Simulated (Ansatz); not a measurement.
Gas-phase electronic energies from Ansatz, PBE0-D4/def2-TZVP geometries. CCSD(T)/CBS is frozen-core, at the limit of the def2 triple- and quadruple-zeta sets. DFT in def2-TZVPP. B3LYP here is the variant with VWN-RPA as its local correlation; programs differ in this. No spin–orbit coupling; open shells (•) take unrestricted orbitals. Spin–orbit coupling would lower the free atoms: a little for B, C, F, O. Each species was taken in one conformer, which may not be the lowest.

Consider the atomization: `OCBF` → B• + C• + F• + 4 H• + O•.

```
             level  ΔE (kcal/mol)
             B3LYP          741.5
SCS-MP2/def2-TZVPP          736.6
```

(1) What does CCSD(T)/CBS give? (Estimate.)

Largest T1 diagnostic among the species: 0.014.

Answers

(1) Ansatz gave: +743.5 kcal/mol. The listed levels differ from it by -2.0, -6.9 kcal/mol.

In def2-TZVPP, CCSD(T) changes the Hartree–Fock value by +176.1 kcal/mol (the triples alone add +10.3 kcal/mol) and MP2 by +194.7 kcal/mol; breaking electron pairs costs correlation energy, which Hartree–Fock lacks. The D4 term adds +3.6 kcal/mol with B3LYP and +1.9 kcal/mol with PBE0; it sums over pairs of atoms, weighted by their polarisabilities, and B3LYP, whose exchange is more repulsive, gets the larger term.

CCSD(T)/CBS has its own doubt, a few kJ/mol and more with outer-core shells, so smaller differences from it don't rank the levels.
